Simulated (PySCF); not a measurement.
Cl$_{2}$Hg, triplet, geometry from GFN2-xTB (such geometries of metal compounds can be far from the true shape) (a higher spin typed on purpose: for a closed-shell molecule this is an excited state) (core potentials on Hg); PBE0/def2-SVP run with PySCF.

Input for PySCF:
```python
from pyscf import gto, scf, dft

mol = gto.M(
    atom='''
Hg   -0.522623    0.061859   -0.510251
Cl    2.162806    0.084353    0.272731
Cl    0.296596   -0.375452    2.128448
''',
    basis='def2-svp',
    ecp={'Hg': 'def2-svp'},
    charge=0,
    spin=2,
    verbose=4,
)

mf = dft.UKS(mol)
mf.xc = 'pbe0'
mf.kernel()
```

What does PySCF print? Leave out banner, timings and long lists.


```
PySCF version 2.14.0

[INPUT] verbose = 4
[INPUT] num. atoms = 3
[INPUT] num. electrons = 54
[INPUT] charge = 0
[INPUT] spin (= nelec alpha-beta = 2S) = 2
[INPUT] symmetry False subgroup None
[INPUT] Mole.unit = angstrom
[INPUT] Symbol           X                Y                Z      unit          X                Y                Z       unit  Magmom
[INPUT]  1 Hg    -0.522623000000   0.061859000000  -0.510251000000 AA   -0.987614336399   0.116896568339  -0.964234644785 Bohr   0.0
[INPUT]  2 Cl     2.162806000000   0.084353000000   0.272731000000 AA    4.087111000566   0.159404067785   0.515386895679 Bohr   0.0
[INPUT]  3 Cl     0.296596000000  -0.375452000000   2.128448000000 AA    0.560485209641  -0.709501452920   4.022183790378 Bohr   0.0

nuclear repulsion = 185.878885168856
number of shells = 28
number of NR pGTOs = 129
number of NR cGTOs = 68
basis = def2-svp
ecp = {'Hg': 'def2-svp'}

******** <class 'pyscf.dft.uks.UKS'> ********
method = UKS
initial guess = minao
damping factor = 0
level_shift factor = 0
DIIS = <class 'pyscf.scf.diis.CDIIS'>
diis_start_cycle = 1
diis_space = 8
diis_damp = 0
SCF conv_tol = 1e-09
SCF conv_tol_grad = None
SCF max_cycles = 50
direct_scf = True
direct_scf_tol = 1e-13
number electrons alpha = 28  beta = 26
XC library pyscf.dft.libxc version 7.1.2
    S. Lehtola, C. Steigemann, M. J. T. Oliveira, and M. A. L. Marques,  SoftwareX 7, 1–5 (2018)
XC functionals = pbe0
    C. Adamo and V. Barone,  J. Chem. Phys. 110, 6158 (1999)
    M. Ernzerhof and G. E. Scuseria,  J. Chem. Phys. 110, 5029 (1999)
radial grids:
    Treutler-Ahlrichs [JCP 102, 346 (1995); DOI:10.1063/1.469408] (M4) radial grids

becke partition: Becke, JCP 88, 2547 (1988); DOI:10.1063/1.454033
pruning grids: <function nwchem_prune>
grids dens level: 3
symmetrized grids: False
atomic radii adjust function: <function treutler_atomic_radii_adjust>
small_rho_cutoff = 0
Set gradient conv threshold to 3.16228e-05
tot grids = 61504
init E= -1061.45362410591

cycle= 1 E= -1072.36323428799  delta_E= -10.9  |g|= 1.24  |ddm|= 11.1

cycle= 2 E= -1069.40156107535  delta_E= 2.96  |g|= 2.73  |ddm|= 5.21
cycle= 3 E= -1073.14509333664  delta_E= -3.74  |g|= 0.232  |ddm|=  3.2

cycle= 4 E= -1073.16773695262  delta_E= -0.0226  |g|= 0.343  |ddm|= 1.81
cycle= 5 E= -1073.22410478179  delta_E= -0.0564  |g|= 0.155  |ddm|= 0.311
cycle= 6 E= -1073.24092027666  delta_E= -0.0168  |g|= 0.0693  |ddm|= 0.224
cycle= 7 E= -1073.24493973342  delta_E= -0.00402  |g|= 0.0133  |ddm|= 0.151
cycle= 8 E= -1073.24513919845  delta_E= -0.000199  |g|= 0.00276  |ddm|= 0.0405
cycle= 9 E= -1073.24515809305  delta_E= -1.89e-05  |g|= 0.00118  |ddm|= 0.0116
cycle= 10 E= -1073.2451639068  delta_E= -5.81e-06  |g|= 0.000752  |ddm|= 0.00666
cycle= 11 E= -1073.24516751391  delta_E= -3.61e-06  |g|= 0.00043  |ddm|= 0.00713
cycle= 12 E= -1073.2451679787  delta_E= -4.65e-07  |g|= 0.000349  |ddm|= 0.00239
cycle= 13 E= -1073.2451682051  delta_E= -2.26e-07  |g|= 4.24e-05  |ddm|= 0.00201
cycle= 14 E= -1073.24516820871  delta_E= -3.62e-09  |g|= 1.87e-05  |ddm|= 0.000217
cycle= 15 E= -1073.24516820928  delta_E= -5.62e-10  |g|= 2.73e-06  |ddm|= 8.99e-05
Extra cycle  E= -1073.24516820928  delta_E= -3.87e-12  |g|= 2.31e-06  |ddm|= 8.83e-06
converged SCF energy = -1073.24516820928  <S^2> = 2.0063411  2S+1 = 3.0042244
```
